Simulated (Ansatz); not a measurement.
C2H5BO2 (`BC(=O)OC`), one more setting.

```yaml
crystal:
  periodic: [false, false, false]
  atoms:
    - {symbol: B, position_ang: [-1.015479, 0.108233, -1.811552]}
    - {symbol: C, position_ang: [-0.064413, 0.163165, -0.579148]}
    - {symbol: O, position_ang: [0.957802, 0.775307, -0.806814]}
    - {symbol: O, position_ang: [-0.358724, -0.403327, 0.582794]}
    - {symbol: C, position_ang: [0.626223, -0.257604, 1.610861]}
    - {symbol: H, position_ang: [-1.781507, 1.002926, -1.990022]}
    - {symbol: H, position_ang: [-0.866058, -0.755632, -2.618117]}
    - {symbol: H, position_ang: [0.787747, 0.796640, 1.837699]}
    - {symbol: H, position_ang: [0.225846, -0.777676, 2.477400]}
    - {symbol: H, position_ang: [1.571564, -0.703031, 1.299699]}
basis:
  gaussian: {orbitals: "6-311G**"}
total_charge: 1
magnetization: {spin_polarized: true, initial_magnetization: 1}
hamiltonian: {xc: {name: BLYP}}
```

```sh
$ ansatz run in.yaml --threads 2 --pin off --events-out ev --progress --plain --max-ram 4352MiB
```

Shortened log:

```
Error: <dir> can't be read: No such file or directory (os error 2)
```
